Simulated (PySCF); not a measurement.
This PySCF input asks for the NMR shieldings of `CC(C)N[SiH2]O[SiH3]`, C3H13NOSi2; the geometry comes from GFN2-xTB.

```python
import basis_set_exchange as bse
import numpy as np
from pyscf import gto, dft
from pyscf.prop import nmr

atoms = """
C    -2.280371    0.906407   -0.616606
C    -1.570137   -0.372728   -0.167117
C    -2.298084   -1.008232    1.016919
N    -0.191394   -0.123429    0.179922
Si    1.101213   -0.187643   -0.935182
O     2.390119    0.283698   -0.073146
Si    3.937239    0.409771    0.354815
H    -3.300941    0.690282   -0.922351
H    -2.306020    1.627038    0.198602
H    -1.747672    1.349655   -1.454035
H    -1.558322   -1.079761   -1.002965
H    -3.320135   -1.259893    0.745366
H    -2.321506   -0.317066    1.857292
H    -1.782300   -1.913006    1.327327
H    -0.106865    0.489999    0.977911
H     1.268966   -1.573061   -1.374879
H     1.037792    0.730273   -2.081010
H     4.028372    1.692716    1.049144
H     4.765850    0.382468   -0.850444
H     4.249048   -0.716810    1.232812
"""
names = dict.fromkeys(["C", "N", "Si", "O", "H"], "pcSseg-1")
basis = {el: gto.basis.parse(bse.get_basis(n, elements=[el], fmt="nwchem")) for el, n in names.items()}
mol = gto.M(atom=atoms, basis=basis, charge=0, verbose=0)
mf = dft.RKS(mol, xc="PBE0")
mf.grids.level = 2
mf.grids.alignment = dft.numint.BLKSIZE   # the property module wants whole blocks of grid points
mf.conv_tol = 1e-9
mf.kernel()

calc = nmr.RKS(mf)   # GIAO
C = mf.mo_coeff
Co = C[:, mf.mo_occ > 0]
resp = mf.gen_response(singlet=True, hermi=2)
def vind(x):   # induced exchange potential for any number of trial vectors
    d = np.einsum("pi,xij,qj->xpq", C, 2 * x.reshape(-1, C.shape[1], Co.shape[1]), Co, optimize=True)
    return np.einsum("xpq,pi,qj->xij", resp(d - d.transpose(0, 2, 1)), C, Co, optimize=True).ravel()
mo1, _ = nmr.rhf.solve_mo1(calc, with_cphf=vind)
sigma = calc.kernel(mo1)
for i, s in enumerate(sigma):   # ppm
    print("%2d %-2s %9.2f" % (i, mol.atom_pure_symbol(i), np.trace(s) / 3))
```

**Question.** Give the expected output.

**Answer.** 
```
 0 C     157.07
 1 C     143.32
 2 C     157.62
 3 N     209.34
 4 Si    388.42
 5 O     325.97
 6 Si    394.91
 7 H      30.55
 8 H      30.91
 9 H      30.28
10 H      28.96
11 H      30.54
12 H      30.88
13 H      30.23
14 H      31.74
15 H      26.60
16 H      26.31
17 H      26.61
18 H      26.56
19 H      26.54
```

These numbers come from an equivalent density-fitted implementation of the same equations, which agrees with the script to about 0.01 ppm for H and up to a few tenths of a ppm for heavy atoms, so last digits may differ.

Size and cost of the density-fitted run: 198 basis functions, 36 s wall time on 1 thread of an Arm Neoverse V1, shared host; peak memory 0.88 GiB.
